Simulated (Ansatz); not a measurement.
Born–Oppenheimer molecular dynamics of ClH8N3Ti (13 atoms, charge 0, multiplicity 1). It starts at the highest image of a converged band. Of that band: Beside the main top the profile has a ripple of under 15 meV (maxima at images 1, 3), which may be a very shallow well or noise. A vibrational analysis at the climbing image gives one clearly imaginary mode, 243i cm⁻¹: a first-order saddle point.

Method: RKS PBE/def2-SVP (Ansatz 0.2.0).

```yaml
ensemble: NVE (velocity Verlet)
time_step: 0.5 fs
steps_asked: 200
starting_velocities_drawn_for: 300 K
seed: 9982
```

First frame:

```xyz
13
Properties=species:S:1:pos:R:3
Ti 0.157 0.257 -0.157
Cl -0.057 0.674 2.045
N 1.967 0.028 -0.617
H 2.349 -0.307 -1.509
H 2.731 0.193 0.049
N -0.402 1.693 -1.241
H -1.365 1.845 -1.557
H 0.200 2.467 -1.541
N -0.968 -1.157 -0.672
H -1.643 -1.587 -0.027
H -1.009 -1.622 -1.586
H -3.029 -1.475 2.260
H -2.418 -1.009 2.302
```

**Question.** How far do the bonds stretch over the last three quarters of this one trajectory? (Pairs bonded in most of those frames.)

**Answer.** 
```csv
bond,mean (Å),spread (Å),shortest,longest
Ti1–Cl2,2.258,0.020,2.23,2.28
Ti1–N3,1.887,0.024,1.86,1.93
Ti1–N6,1.885,0.021,1.85,1.92
Ti1–N9,1.884,0.030,1.83,1.93
N3–H4,1.030,0.022,1.00,1.07
N3–H5,1.031,0.016,1.00,1.06
N6–H7,1.027,0.022,0.99,1.07
N6–H8,1.032,0.037,0.97,1.09
N9–H10,1.030,0.014,1.01,1.05
N9–H11,1.027,0.010,1.01,1.04
H12–H13,0.772,0.020,0.74,0.80
```

Mean temperature of the second half: 223 K. The conserved energy stayed within 0.32 meV per atom of its start (net change 0.27 meV per atom), so the integration is sound. A run of 0.1 ps of so small a system gives no equilibrium averages. The orbitals stay closed-shell, which can raise the energy where a bond breaks towards radicals; this wasn't checked here.

The run took 4.1 min on 4 threads of Intel(R) Xeon(R) Platinum 8488C (Sapphire Rapids), with other jobs on the host, peak memory 0.23 GiB.
